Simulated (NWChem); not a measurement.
System: C2H5ClF2Si; SMILES C[Si@@H](Cl)C(F)F

Parts of the log:

```
             Northwest Computational Chemistry Package (NWChem) 7.3.0
             --------------------------------------------------------

                             Geometry "geometry" -> ""
                             -------------------------

 Output coordinates in angstroms (scale by  1.889725989 to convert to a.u.)

  No.       Tag          Charge          X              Y              Z
 ---- ---------------- ---------- -------------- -------------- --------------
    1 C                    6.0000    -1.99343600     1.09437100     0.10264200
    2 Si                  14.0000    -0.38219700     0.45983000    -0.58025200
    3 Cl                  17.0000     1.20672700     1.43554900     0.31084700
    4 C                    6.0000    -0.22039200    -1.41133600    -0.17705100
    5 F                    9.0000     0.99286900    -1.88673800    -0.54993900
    6 F                    9.0000    -0.36118900    -1.60101300     1.16302500
    7 H                    1.0000    -2.08094100     2.18161100    -0.04081500
    8 H                    1.0000    -2.05455700     0.87787800     1.17992500
    9 H                    1.0000    -2.84693800     0.61062500    -0.39894200
   10 H                    1.0000    -0.26540700     0.62287900    -2.05592500
   11 H                    1.0000    -0.99196200    -2.02719400    -0.68184700

 Effective nuclear repulsion energy (a.u.)     383.6681863393

                                 NWChem DFT Module
                                 -----------------

 Summary of "ao basis" -> "ao basis" (spherical)
 ------------------------------------------------------------------------------
       Tag                 Description            Shells   Functions and Types
 ---------------- ------------------------------  ------  ---------------------
 C                          def2-svp                 6       14   3s2p1d
 Si                         def2-svp                 8       18   4s3p1d
 Cl                         def2-svp                 8       18   4s3p1d
 F                          def2-svp                 6       14   3s2p1d
 H                          def2-svp                 3        5   2s1p

 in cosmo_initialize ...
 calling solv_data for solv:h2o

 solvent parameters
 solvname_short: h2o
 solvname_long:  water
 dielec:       78.4000
 dielecinf:     1.7769
 aqueous SMD model solvent descriptors
 dielec:       78.4000
 sola:          0.8200

          ---------------
          -cosmo- solvent
          ---------------
 Cosmo: York-Karplus, doi: 10.1021/jp992097l
 dielectric constant -eps-     =  78.40
 screen = (eps-1)/(eps    )    =   0.98724
 surface charge correction     = lagrangian

   van der Waals surface
 --------------------------

[...]

                                COSMO-SMD solvation results
                                ---------------------------

             internal energy in gas <Psi(g)|H|Psi(g)> =     -1027.645132538290
         internal energy in solvent <Psi(s)|H|Psi(s)> =     -1027.643532115257
                               delta internal energy  =         0.001600423033 (    1.00 kcal/mol)
   total free energy in solvent <Psi(s)|H+V/2|Psi(s)> =     -1027.653265318423
 polarization energy contribution <Psi(s)|V/2|Psi(s)> =        -0.009733203166 (   -6.11 kcal/mol)
    total free energy in solvent including G(SMD-CDS) =     -1027.646152341401
                       G(SMD-CDS) energy contribution =         0.007112977022 (    4.46 kcal/mol)
     1 M fixed-concentration free energy of solvation =        -0.001019803111 (   -0.64 kcal/mol)

                       DFT Final Molecular Orbital Analysis
                       ------------------------------------

 Vector   31  Occ=2.000000D+00  E=-3.515489D-01
              MO Center=  8.1D-01,  8.3D-01,  1.9D-01, r^2= 3.2D+00
   Bfn.  Coefficient  Atom+Function         Bfn.  Coefficient  Atom+Function
  ----- ------------  ---------------      ----- ------------  ---------------
    44      0.420153   3 Cl py               41      0.309270   3 Cl py
    43     -0.250963   3 Cl px               45     -0.251264   3 Cl pz
    40     -0.192996   3 Cl px               42     -0.191066   3 Cl pz
    38      0.180505   3 Cl py               69     -0.157340   5 F  py
    83     -0.138571   6 F  py               26      0.121080   2 Si py

 Vector   32  Occ=2.000000D+00  E=-3.227479D-01
              MO Center=  1.5D-01,  1.1D+00, -1.8D-01, r^2= 3.6D+00
   Bfn.  Coefficient  Atom+Function         Bfn.  Coefficient  Atom+Function
  ----- ------------  ---------------      ----- ------------  ---------------
    45      0.405021   3 Cl pz               42      0.291670   3 Cl pz
    43     -0.289976   3 Cl px                4     -0.227266   1 C  px
   108      0.225547  10 H  s                40     -0.208754   3 Cl px
    39      0.169740   3 Cl pz              109      0.168569  10 H  s
     3     -0.155640   1 C  s                24     -0.149460   2 Si pz

 Vector   33  Occ=2.000000D+00  E=-3.010151D-01
              MO Center= -6.0D-02, -5.4D-01, -1.3D-01, r^2= 3.6D+00
   Bfn.  Coefficient  Atom+Function         Bfn.  Coefficient  Atom+Function
  ----- ------------  ---------------      ----- ------------  ---------------
    55      0.359342   4 C  py               44      0.266116   3 Cl py
    69      0.262746   5 F  py               83      0.255016   6 F  py
    23     -0.225299   2 Si py               53      0.222952   4 C  s
   113     -0.212891  11 H  s                72     -0.202206   5 F  py
    86     -0.194090   6 F  py               41      0.189264   3 Cl py

 Vector   34  Occ=0.000000D+00  E= 2.937036D-02
              MO Center= -1.9D-01,  3.0D-01, -5.1D-01, r^2= 3.7D+00
   Bfn.  Coefficient  Atom+Function         Bfn.  Coefficient  Atom+Function
  ----- ------------  ---------------      ----- ------------  ---------------
    25      0.935364   2 Si px               36     -0.553369   3 Cl s
    26      0.435450   2 Si py               43      0.415375   3 Cl px
    27      0.369386   2 Si pz               17      0.346845   2 Si s
     3      0.342277   1 C  s                44      0.303487   3 Cl py
    45      0.272357   3 Cl pz               22      0.257160   2 Si px

 Vector   35  Occ=0.000000D+00  E= 5.497527D-02
              MO Center= -6.6D-01,  4.5D-01, -4.4D-01, r^2= 5.0D+00
   Bfn.  Coefficient  Atom+Function         Bfn.  Coefficient  Atom+Function
  ----- ------------  ---------------      ----- ------------  ---------------
     3      1.700472   1 C  s                26     -0.898060   2 Si py
    25      0.626709   2 Si px               94     -0.504772   7 H  s
    53     -0.479741   4 C  s                99     -0.448504   8 H  s
   104     -0.449659   9 H  s                27     -0.398529   2 Si pz
    58     -0.297727   4 C  py                7      0.247260   1 C  px

 Vector   36  Occ=0.000000D+00  E= 7.025907D-02
              MO Center= -5.5D-01,  2.4D-01, -5.4D-01, r^2= 4.7D+00
   Bfn.  Coefficient  Atom+Function         Bfn.  Coefficient  Atom+Function
  ----- ------------  ---------------      ----- ------------  ---------------
    53      1.221165   4 C  s                26      1.078915   2 Si py
    27     -0.853378   2 Si pz              109     -0.814273  10 H  s
   114     -0.612726  11 H  s                 3      0.400229   1 C  s
    18     -0.368320   2 Si s                58      0.340310   4 C  py
    94     -0.327179   7 H  s                59     -0.324455   4 C  pz

     Multipole analysis of the density
     ---------------------------------

     L   x y z        total         alpha         beta         nuclear
     -   - - -        -----         -----         ----         -------
     0   0 0 0     -0.000000    -33.000000    -33.000000     66.000000

     1   1 0 0     -1.471105     -0.098666     -0.098666     -1.273774
     1   0 1 0      0.165936      0.256631      0.256631     -0.347326
     1   0 0 1     -0.637471     -0.540388     -0.540388      0.443305

     2   2 0 0    -34.891424   -157.952193   -157.952193    281.012962
     2   1 1 0      0.294813      3.942664      3.942664     -7.590515
     2   1 0 1      1.255267      0.963723      0.963723     -0.672178
     2   0 2 0    -36.980815   -237.465552   -237.465552    437.950288
     2   0 1 1      1.136402      1.623818      1.623818     -2.111233
     2   0 0 2    -36.649856    -67.869793    -67.869793     99.089730
```

Level: PBE0/def2-SVP, SMD on the gas-phase geometry. All runs use the structure optimised with PBE0/def2-SVP. Solvent: water.

Question: Write an input that gives this output.

Answer: One answer among several that fit: the input that was run:
```
start job
memory heap 200 mb stack 900 mb global 1100 mb
geometry units angstroms noautosym nocenter noautoz
  C     -1.993436     1.094371     0.102642
  Si    -0.382197     0.459830    -0.580252
  Cl     1.206727     1.435549     0.310847
  C     -0.220392    -1.411336    -0.177051
  F      0.992869    -1.886738    -0.549939
  F     -0.361189    -1.601013     1.163025
  H     -2.080941     2.181611    -0.040815
  H     -2.054557     0.877878     1.179925
  H     -2.846938     0.610625    -0.398942
  H     -0.265407     0.622879    -2.055925
  H     -0.991962    -2.027194    -0.681847
end
basis spherical
  * library def2-svp
end
dft
  xc pbe0
  iterations 150
end
cosmo
  do_cosmo_smd true
  solvent water
end
task dft energy
```
